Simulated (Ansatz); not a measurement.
Relaxation of GeH₇NSiSn (11 atoms, charge 0, multiplicity 1), to a largest force component of 0.02 eV/Å in at most 50 steps.

Level of theory: RKS PBE0-D4/def2-SVP in Ansatz 0.2.0.

```xyz
11
Properties=species:S:1:pos:R:3:forces:R:3
N -1.891 1.248 -0.326 -1.79 2.81 -1.43
Sn -0.020 1.002 0.340 1.71 0.56 -0.08
Si 0.374 -1.284 1.247 2.26 0.70 1.02
Ge 1.142 -1.018 -0.920 -1.94 0.05 -0.86
H -2.260 2.199 0.035 0.54 -1.96 -0.50
H -1.876 1.429 -1.374 0.03 -0.44 1.49
H 1.118 2.363 0.377 -0.60 -0.43 0.19
H -0.768 -2.086 1.407 -1.46 -1.11 0.49
H 1.530 -1.337 2.254 -0.71 -0.20 -0.20
H 2.602 -0.891 -1.085 1.02 -0.19 -0.42
H 0.114 -1.682 -1.936 0.95 0.21 0.31
```

Task: Where does it end, and by what steps?

Result: The run converged. After 9 steps the energy has fallen by 0.676 eV; H6 moved furthest, 0.51 Å.

```csv
step,energy less start (eV),largest force component (eV/Å),accepted
0,0.0000,2.813,yes
1,-0.5845,1.187,yes
2,-0.6424,0.875,yes
3,-0.6563,0.731,yes
4,-0.6671,0.231,yes
5,-0.6552,0.254,no
6,-0.6750,0.041,yes
7,-0.6753,0.061,yes
8,-0.6756,0.045,yes
9,-0.6758,0.014,yes
```

```xyz
11
Properties=species:S:1:pos:R:3
N -1.859 1.348 -0.479
Sn 0.085 1.047 0.111
Si 0.406 -1.206 1.304
Ge 1.136 -1.072 -0.993
H -2.411 1.803 0.248
H -1.919 1.933 -1.312
H 0.980 2.472 0.472
H -0.804 -2.028 1.604
H 1.458 -1.359 2.354
H 2.653 -1.140 -1.240
H 0.341 -1.856 -2.048
```

Whether the end is a true minimum wasn't checked by a vibrational analysis.

Time of the run: 51 s on 2 threads of AMD EPYC 7R43 64-Core Processor (Zen 3), on a shared host, peak memory 0.37 GiB.
